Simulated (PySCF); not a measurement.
C9H13F3.
Numbering: `[F:1][CH:2]([F:3])[C@@:4]12[CH2:5][CH2:6][CH2:7][C@@H:8]1[C@@H:9]([F:10])[CH2:11][CH2:12]2`

Structure used (PBE0-D3(BJ)/def2-SVP), in Å, numbered top down from 1:
```xyz
25
C9H13F3 angstrom
F      1.3355    1.6877    2.0169
C      0.1748    1.8169    1.3276
F      0.2140    3.0185    0.7014
C      0.0220    0.7037    0.3135
C      1.2101    0.6360   -0.6553
C      1.1975   -0.8080   -1.1412
C      0.8751   -1.6085    0.1239
C     -0.0130   -0.6983    0.9986
C     -1.4832   -1.0798    1.0151
F     -2.0913   -0.4073    2.0677
C     -2.0322   -0.5292   -0.2840
C     -1.3491    0.8355   -0.4042
H     -0.6543    1.8272    2.0562
H      1.1381    1.3815   -1.4602
H      2.1399    0.8369   -0.0995
H      0.4119   -0.9451   -1.9027
H      2.1452   -1.1150   -1.6081
H      0.3982   -2.5778   -0.0925
H      1.8057   -1.8338    0.6660
H      0.3596   -0.6657    2.0323
H     -1.6599   -2.1570    1.1697
H     -3.1306   -0.4767   -0.2735
H     -1.7407   -1.1992   -1.1080
H     -1.9618    1.6021    0.0942
H     -1.2302    1.1633   -1.4466
```

Definitions: NICS(0) = −σiso at the ring centroid; NICS(1) = −σiso and NICS(1)zz = −σzz at ±1 Å along the ring normal z. Level: GIAO B3LYP/pcSseg-1 (PySCF, non-relativistic, gas phase) on the PBE0-D3(BJ)/def2-SVP geometry, one conformer.

Ring bond lengths (Å): C4–C5 1.535, C5–C6 1.524, C6–C7 1.531, C7–C8 1.543, C8–C4 1.561; C4–C8 1.561, C8–C9 1.519, C9–C11 1.514, C11–C12 1.531, C12–C4 1.553.

Q: What do the NICS probes read (ppm)?

A: 
```csv
ring,type,NICS(0),"NICS(1), two faces","NICS(1)zz, two faces",rms pucker (Å),"centre to ring atoms, mean (Å)"
C4–C5–C6–C7–C8,5-membered carbocycle; formal bonds all single,-5.8,-3.7 / -4.4,-3.2 / -3.8,0.18,1.29
C4–C8–C9–C11–C12,5-membered carbocycle; formal bonds all single,-4.8,-3.1 / -4.5,-3.3 / -4.6,0.17,1.29
```

Q: What can be read from them?

A: 
- C4–C5–C6–C7–C8: mean NICS(1)zz -3.5 ppm, shielded. C4, C5, C6, C7, C8 have four or more neighbours, and the NICS criterion for π rings isn't applied.
- C4–C8–C9–C11–C12: mean NICS(1)zz -3.9 ppm, shielded. C4, C8, C9, C11, C12 have four or more neighbours, so the value isn't read as a sign of a π ring current.

Q: How shielded are the nuclei of the rings and their hydrogens (means over atoms taken as equivalent)?

A: 
| atoms | environment | σ isotropic (ppm) | principal values of the symmetric part, first atom (ppm) |
| --- | --- | --- | --- |
| C4 | sp3 carbon at a ring junction | 118.3 | 104.1, 110.8, 139.8 |
| C5 | ring CH2 carbon | 143.7 | 119.0, 150.9, 161.1 |
| C6 | ring CH2 carbon | 150.8 | 125.6, 161.7, 165.0 |
| C7 | ring CH2 carbon | 147.9 | 118.0, 161.1, 164.6 |
| C8 | sp3 carbon at a ring junction | 124.5 | 104.6, 126.8, 142.1 |
| C9 | sp3 C–F carbon | 74.4 | 49.6, 62.5, 111.1 |
| C11 | ring CH2 carbon | 142.5 | 122.7, 147.7, 157.0 |
| C12 | ring CH2 carbon | 142.3 | 108.5, 146.0, 172.5 |
| H14 | methylene hydrogen | 29.81 | 25.4, 27.7, 36.4 |
| H15 | methylene hydrogen | 29.33 | 24.2, 28.9, 34.9 |
| H16 | methylene hydrogen | 30.01 | 26.6, 28.0, 35.4 |
| H17 | methylene hydrogen | 29.76 | 25.0, 26.5, 37.8 |
| H18 | methylene hydrogen | 30.35 | 25.7, 28.5, 36.8 |
| H19 | methylene hydrogen | 29.57 | 24.4, 27.5, 36.8 |

The list is cut; further classes of hydrogen are left out.

Q: How do the values depend on the level or the medium?

A: 
| level | NICS(0), C4–C5–C6–C7–C8 | mean NICS(1)zz, C4–C5–C6–C7–C8 | NICS(0), C4–C8–C9–C11–C12 | mean NICS(1)zz, C4–C8–C9–C11–C12 |
| --- | --- | --- | --- | --- |
| B3LYP/pcSseg-1, gas | -5.8 | -3.5 | -4.8 | -3.9 |
| PBE0/pcSseg-1, gas | -6.1 | -3.7 | -5.1 | -4.2 |

The geometry is the same throughout.
